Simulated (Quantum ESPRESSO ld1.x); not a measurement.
Values are calculated unless marked as measured or tabulated.
Question: Bi III, configuration [Xe] 4f14 5d8 6s2 6p1 6d2 (not the ground configuration). Code: ld1.x of Quantum ESPRESSO 7.5. Model: Dirac Kohn-Sham, relativistic LDA (MacDonald-Vosko exchange, VWN5 correlation), spin-unpolarised, spherical densities, point nucleus; open shells fill j = l - 1/2 first. Some entries of the table are withheld. Estimate them.

orbital,occ.,eigenvalue (eV),<r> (bohr),<r^2> (bohr^2)
1s1/2,2,-89890.5,0.01586,0.0003492
2s1/2,2,-16184.4,0.06604,0.005228
2p1/2,2,(1),0.05411,0.003672
2p3/2,4,(2),0.06310,0.004849
3s1/2,2,-3935.75,0.1716,0.03383
3p1/2,2,-3652.15,0.1620,0.03068
3p3/2,4,-3139.39,0.1784,0.03698
3d3/2,4,-2673.54,(3),0.02811
3d5/2,6,-2564.18,(4),0.02981
4s1/2,2,-930.003,0.3781,0.1615
4p1/2,2,-806.444,(5),0.1634
4p3/2,4,-679.713,(6),0.1943
4d3/2,4,-478.208,0.4166,0.2005
4d5/2,6,-454.421,0.4276,0.2110
4f5/2,6,-191.610,0.4375,(7)
5s1/2,2,-191.330,0.8285,0.7685
4f7/2,8,-186.111,0.4436,(8)
5p1/2,2,-147.949,0.8788,0.8691
5p3/2,4,-122.739,0.9637,1.045
5d3/2,4,-60.9823,1.156,1.529
5d5/2,4,-57.6543,1.191,1.623
6s1/2,2,-39.4107,1.930,4.161
6p1/2,1,(9),2.204,5.448
6p3/2,0,(10),2.424,6.585
6d3/2,2,-12.4216,3.460,13.50
6d5/2,0,-12.0890,3.544,14.15

Answer: 
(1) 2p1/2 eigenvalue (eV): -15559.4
(2) 2p3/2 eigenvalue (eV): -13272.1
(3) 3d3/2 <r> (bohr): 0.1547
(4) 3d5/2 <r> (bohr): 0.1597
(5) 4p1/2 <r> (bohr): 0.3787
(6) 4p3/2 <r> (bohr): 0.4134
(7) 4f5/2 <r^2> (bohr^2): 0.2283
(8) 4f7/2 <r^2> (bohr^2): 0.2346
(9) 6p1/2 eigenvalue (eV): -28.4685
(10) 6p3/2 eigenvalue (eV): -24.7721
